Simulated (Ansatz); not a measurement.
CH5BCl2S (`C[B-]([SH2+])(Cl)Cl`). Charge 0, multiplicity 1.

Z-matrix (Å, degrees):
```
C
B 1 1.577
H 1 1.094 2 108.1
H 1 1.093 2 112.5 3 118.3
H 1 1.093 2 112.6 3 -118.0
S 2 2.148 1 104.3 3 -177.5
Cl 2 1.823 1 116.3 3 -69.5
Cl 2 1.820 1 116.1 3 68.4
H 6 1.344 2 96.1 1 -172.3
H 6 1.346 2 99.9 1 -78.2
```

(1) List the harmonic frequencies (cm⁻¹, unscaled) at PBE0-D4/def2-TZVP in Ansatz. (Best estimate.)

(2) Is this a minimum?

(3) Give the ideal-gas thermochemistry at 298.15 K and 1 bar (rigid rotor, harmonic oscillator; point group C1, symmetry number 1).

Results:

(1) The calculation gave: 139, 164, 175, 196, 221, 260, 268, 355, 522, 560, 609, 723, 891, 976, 1051, 1197, 1338, 1457, 1460, 2695, 2719, 3043, 3117, 3126.

(2) Yes, all 24 modes are real.

(3) Zero-point energy 163.1 kJ/mol; H(298) − E = 186.3 kJ/mol; entropy 365.6 J/(mol·K), of which translation 169.6, rotation 118.5, vibration 77.4; G(298) − E = 77.3 kJ/mol.
